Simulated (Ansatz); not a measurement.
Reaction (ligand exchange at a B–C bond): `OBCCl` + `[NH2][AlH2]` → `OB[NH][AlH2]` + `CCl`

Computed with Ansatz on PBE0-D4/def2-TZVP structures; ΔE is electronic, products minus reactants. CCSD(T)/CBS is the MP2 limit (def2-TZVPP, def2-QZVPP) plus CCSD(T) − MP2 in def2-TZVPP, frozen cores. This one scheme is used for every species. Functionals use def2-TZVPP. One conformer a species, not always the lowest.

```csv
level,ΔE (kJ/mol),difference from CCSD(T)/CBS
PBE-D4,-80.2,4.8
BLYP-D4,-83.1,1.9
r2SCAN0-D4,-87.0,-2.0
ωB97X-V,-84.4,0.6
BHLYP,-90.6,-5.6
CAM-B3LYP,-86.4,-1.4
LC-ωPBE,-83.5,1.5
RPA@PBE/def2-TZVPP,-85.8,-0.8
CCSD/def2-TZVPP,-87.9,-2.9
HF/def2-QZVPP,-97.1,-12.1
CCSD(T)/CBS,-85.0,0
```

Largest T1 diagnostic among the species: 0.012.

Leaving LDA and LC-ωPBE aside and taking each functional with its dispersion term where it has one, the values, not all of them listed here, spread over 10.7 kJ/mol, from BHLYP-D4 to PBE-D4. In def2-TZVPP, CCSD(T) changes the Hartree–Fock value by +10.0 kJ/mol (the triples alone add +1.1 kJ/mol) and MP2 by +9.1 kJ/mol.
